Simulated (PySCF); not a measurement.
PySCF input file for 1-bromo-3-chloropropa-1,2-diene (C3H2BrCl), SMILES ClC=C=CBr, PBE/pcSseg-1. Geometry: B3LYP-D3(BJ)/def2-SVP.

```python
import numpy as np
from pyscf import gto, scf, dft
from pyscf.prop.nmr import rks as nmr

mol = gto.M(
    atom='''
    Cl   -2.99452615    0.80016057   -0.70574531
    C    -2.00029855   -0.54541104   -0.20222243
    C    -0.71267803   -0.61033812   -0.42658453
    C     0.57195844   -0.67942246   -0.63884020
    Br    1.86533167   -0.00392015    0.59475420
    H    -2.55755416   -1.33094211    0.31665613
    H     1.02399919   -1.12355291   -1.52949963
    ''',
    basis='pcSseg-1',
    charge=0,
    spin=0,
    max_memory=1600,
    verbose=3,
)
mf = dft.RKS(mol, xc='pbe')
mf.grids.level = 3
mf.conv_tol = 1e-10
mf.max_cycle = 100
mf.kernel()
n = nmr.NMR(mf)
n.verbose = 2
n.max_cycle_cphf = 60
sigma = n.kernel()
print('atom   isotropic/ppm   span/ppm')
for i, s in enumerate(sigma):
    w = np.linalg.eigvalsh((s + s.T) / 2)
    print(f'{mol.atom_symbol(i):2s}{i + 1:3d} {w.mean():14.3f} {w[2] - w[0]:11.3f}')
```

Output:

```
converged SCF energy = -3148.79352594625
atom   isotropic/ppm   span/ppm
Cl  1        682.796     328.623
C   2         68.216     126.572
C   3        -35.418      40.788
C   4         72.692     131.417
Br  5       1893.098    1217.381
H   6         24.553       9.003
H   7         24.517      11.109
```

Self-consistency was reached.

Cost: very roughly 13 core-seconds.
